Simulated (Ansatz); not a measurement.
Na3Pb (the lowest doublet isomer of a short search) was relaxed with PBE-D4 (def2-TZVP) in Ansatz in these states: neutral doublet, neutral quartet. The geometries follow in no particular order.

In the def2 sets Pb takes a core potential; there is no spin–orbit coupling.

A:

```tsv
atom	x (Å)	y (Å)	z (Å)
Na1	-1.599	-1.083	-0.606
Na2	1.642	-1.183	0.024
Na3	-0.340	0.706	1.869
Pb4	0.296	1.560	-1.287
```

B:

```tsv
atom	x (Å)	y (Å)	z (Å)
Na1	1.098	1.404	-1.981
Na2	-1.726	-0.287	2.013
Na3	1.580	-0.514	0.897
Pb4	-0.953	-0.603	-0.929
```

**Question.** Judge from the bond lengths which geometry belongs to which state (an estimate).

**Answer.** A is the neutral quartet (Na2–Pb4 3.324 Å, Na1–Pb4 3.322 Å, Na3–Pb4 3.331 Å); B is the neutral doublet (Na2–Pb4 3.058 Å, Na1–Pb4 3.057 Å, Na3–Pb4 3.124 Å).

At PBE0-D4/def2-TZVP a doublet lies 0.57 eV below the neutral quartet. These are the stationary points nearest to one start from a short search; other shapes may lie lower in each state.
